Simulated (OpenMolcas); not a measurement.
## S4+: effect of the active space

* Program: OpenMolcas
* Method: CASSCF or its RAS form
* Basis: ANO-R2
* Scalar Hamiltonian: X2C, finite nucleus
* Spin-orbit coupling: state interaction with AMFI integrals over the reference wave functions, term energies averaged over their components

A. 2 electrons in 4 orbitals (3s 3p); 2S+1 = 3 even, 3 roots; 2S+1 = 1 even, 7 roots; 2S+1 = 3 odd, 3 roots; 2S+1 = 1 odd, 3 roots; cost of the order of 12 core-seconds
B. 2 electrons in 8 orbitals (3s 3p 4s 4p); 2S+1 = 3 even, 3 roots; 2S+1 = 1 even, 7 roots; 2S+1 = 3 odd, 3 roots; 2S+1 = 1 odd, 3 roots; cost about 11 core-seconds
C. 2 electrons in 9 orbitals (RAS2 3s 3p; RAS3 3d, at most 2 electrons); 2S+1 = 3 even, 3 roots; 2S+1 = 1 even, 7 roots; 2S+1 = 3 odd, 3 roots; 2S+1 = 1 odd, 3 roots; cost about 18 core-seconds

Energies in cm⁻¹ above 3s² ¹S₀, the measured ground level; measured values from NIST levels in Podobedova, Kelleher and Wiese, J. Phys. Chem. Ref. Data 38, 171 (2009); Martin, Zalubas and Musgrove, J. Phys. Chem. Ref. Data 19, 821 (1990).

| Level | A | B | C | Measured |
| --- | --- | --- | --- | --- |
| 3s² ¹S₀ | 0.0 | 0.0 | 0.0 | 0.0 |
| 3s 3p ³P°₀ | 83067 | 83382 | 82007 | 83024 |
| 3s 3p ³P°₁ | 83395 | 83710 | 82332 | 83394 |
| 3s 3p ³P°₂ | 84063 | 84378 | 82996 | 84155 |
| 3s 3p ¹P°₁ | 140034 | 140060 | 128609 | 127151 |
| 3p² ³P₀ | 201993 | 202261 | 200239 | 199967 |
| 3p² ³P₁ | 202339 | 202607 | 200586 | 200371 |
| 3p² ³P₂ | 202981 | 203251 | 201257 | 201146 |
| 3p² ¹D₂ | 217759 | 217956 | 192690 | 193739 |

Deviations, from unrounded energies. A percentage is the sum of absolute deviations over the sum of measured energies, with the sign that they share, or ± where signs differ.

```csv
Against measurement,Levels,A,B,C
mean absolute deviation (cm-1),8,5400,5600,790
other configurations (%),8,±3.7,+3.8,±0.5
```

C lies closest to measurement on these levels and B furthest from it. The largest miss of C in the table is 3s 3p ¹P°₁, by +1500 cm-1. The ranking rests on the paired levels alone, and a cruder setting can come out closer through cancelling errors.

Among A to C the level of the table that moves most is 3p² ¹D₂, by 25000 cm-1 (lowest in C, highest in B).

The ¹D term of p² mixes with s d, which this space lacks (holds for A; B). Active for correlation alone: 4p 4s; no level in the range computed is led by a configuration that fills them, so any true level of that kind is missing (holds for B). Active for correlation alone: 3d; no level in the range computed is led by a configuration that fills it, so any true level of that kind is missing (holds for C). Some terms mix strongly with configurations of 3d, whose occupation reaches 0.26 (3p² ¹D) (holds for C). Measured partners are found by configuration, term and J. A level has none where our copy of the source lacks it or the pairing is in doubt (some pairs that miss far off the trend of their configuration count as doubtful), and it then counts in no deviation. Only configurations of the active space appear. Levels that lie high or do not pair safely by name in every column are left out.

° marks odd parity.
